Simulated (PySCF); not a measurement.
C₂H₄Cl₂OSi. Atoms are numbered in the order given.

```xyz
10

C     -2.7961    -0.2941     0.0000
C     -1.5785    -0.8593     0.0000
Si    -0.0389     0.1507     0.0000
O     -0.4812     1.7408     0.0000
Cl     1.1336    -0.2785    -1.6524
Cl     1.1336    -0.2785     1.6524
H     -2.9217     0.7931     0.0000
H     -3.7118    -0.8951     0.0000
H     -1.4879    -1.9522     0.0000
H      0.2216     2.4058     0.0000
```
Charge 0, spin multiplicity 1.

Geometry optimised at TPSSh-D3(BJ)/def2-SVP. Other conformers were not sampled.

The numbers are results of SMD-B3LYP/def2-SVP (PySCF), not measurements.

Solvation free energies are E(SMD) − E(gas) at the gas-phase geometry, for 1 M in both phases. In vacuum the dipole moment is 1.32 D.

Computed solvation free energies in water, 2-propanol, tetrahydrofuran:
```csv
solvent,ΔG(solv) (kcal/mol),its non-electrostatic (CDS) part,dipole (D)
water,-3.0,3.7,1.57
2-propanol,-6.7,-0.8,1.60
tetrahydrofuran,-4.9,-1.6,1.60
```
